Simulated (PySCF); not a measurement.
PySCF input for MoH4, SMILES [MoH4] (connectivity only; charge and spin as stated), neutral, multiplicity 3, IEF-PCM-M06-2X/def2-TZVPD. Coordinates come from a B3LYP-D3(BJ)/def2-TZVPD optimisation. The spin state was assumed, not searched. The def2 effective core potentials stand for the cores of Mo; spin–orbit coupling is left out.

```python
import numpy as np
from pyscf import gto, scf, dft
from pyscf.solvent import pcm

mol = gto.M(
    atom='''
    Mo    0.00000000   -0.00000000    0.00000000
    H     0.97758522    0.97758522    0.97758522
    H    -0.97758523    0.97758522   -0.97758522
    H    -0.97758522   -0.97758522    0.97758523
    H     0.97758523   -0.97758522   -0.97758523
    ''',
    basis='def2-TZVPD',
    ecp={'Mo': 'def2-tzvp'},
    charge=0,
    spin=2,
    max_memory=1600,
    verbose=3,
)
mf = dft.UKS(mol, xc='m06-2x').density_fit(auxbasis='def2-universal-jkfit')
mf.grids.level = 4
mf.conv_tol = 1e-9
mf.max_cycle = 100
mf.kernel()
fine, coarse = mf.grids, dft.Grids(mol).set(level=1).build(with_non0tab=True)
for _ in range(3):  # follow internal instabilities
    mf.grids = coarse
    mo, _, stable, _ = mf.stability(return_status=True, nroots=4)
    mf.grids = fine
    if stable:
        break
    mf.kernel(mf.make_rdm1(mo, mf.mo_occ))
res = {}
for name, eps in {'water': 78.355, 'chloroform': 4.7113, 'dimethylsulfoxide': 46.826}.items():
    s = mf.PCM()
    s.with_solvent.method, s.with_solvent.eps, s.with_solvent.lebedev_order = 'IEF-PCM', eps, 29
    s.kernel(mf.make_rdm1())
    res[name] = (s.e_tot, eps, s.dip_moment(), s.mo_energy, s.converged)
    print(f'{name}: electrostatic solvation free energy {(s.e_tot - mf.e_tot) * 627.509474:.3f} kcal/mol')
```

Output:

```

WARN: HOMO -0.451879894989085 >= LUMO -0.45187989512825

converged SCF energy = -70.3634579894843  <S^2> = 2.0555388  2S+1 = 3.0368002
<class 'pyscf.df.df_jk.DFUKS'> wavefunction is stable in the internal stability analysis

WARN: PCM is an experimental feature. It is still in testing.
Features and APIs may be changed in the future.

converged SCF energy = -70.3656576648791  <S^2> = 2.0551297  2S+1 = 3.0365307
Dipole moment(X, Y, Z, Debye):  0.00000,  0.00000,  0.00000
water: electrostatic solvation free energy -1.380 kcal/mol

WARN: PCM is an experimental feature. It is still in testing.
Features and APIs may be changed in the future.

converged SCF energy = -70.3650139641257  <S^2> = 2.055265  2S+1 = 3.0366198
Dipole moment(X, Y, Z, Debye):  0.00000,  0.00000,  0.00000
chloroform: electrostatic solvation free energy -0.976 kcal/mol

WARN: PCM is an experimental feature. It is still in testing.
Features and APIs may be changed in the future.

converged SCF energy = -70.3656264010841  <S^2> = 2.0551365  2S+1 = 3.0365352
Dipole moment(X, Y, Z, Debye):  0.00000,  0.00000,  0.00000
dimethylsulfoxide: electrostatic solvation free energy -1.361 kcal/mol
```

The calculation finished and met its thresholds.

Cost: about 30 core-seconds (a rough figure).
